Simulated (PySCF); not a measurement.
CH3AlF2, SMILES [CH3][Al]([F])[F]. Atoms are numbered in the order given.

```xyz
7

Al     0.0497     0.0435     0.0003
C     -1.4815    -1.1332    -0.0383
H     -1.2742    -2.0135    -0.6695
H     -2.3790    -0.6313    -0.4308
H     -1.7075    -1.5098     0.9732
F     -0.0049     1.6045    -0.5645
F      1.5165    -0.4502     0.6037
```
Charge 0, spin multiplicity 1.

Geometry optimised at B3LYP-D3(BJ)/def2-SVP. The isomer is the one that the SMILES or the coordinates give; other isomers of the formula were not compared.

Method: B3LYP/pcJ-1 (PySCF).

Isotropic couplings with Fermi-contact, spin-dipole and both spin-orbit terms, one fixed conformer, no vibrational averaging. Isotopes: 13C, 19F, 1H.

Estimate the spin–spin coupling constants. (The exact figures need the calculation; the answer reports its results.)


```tsv
pair	bonds apart	J (Hz)
C2–H3	1	129.7
C2–H4	1	135.7
C2–H5	1	130.4
C2–F6	2	17.8
C2–F7	2	17.1
H3–H4	2	-14.5
H3–H5	2	-16.6
H4–H5	2	-14.3
F6–F7	2	-146.8
H3–F6	3	4.4
H3–F7	3	-3.0
H4–F6	3	-4.8
H4–F7	3	11.6
H5–F6	3	5.3
H5–F7	3	-3.3
```
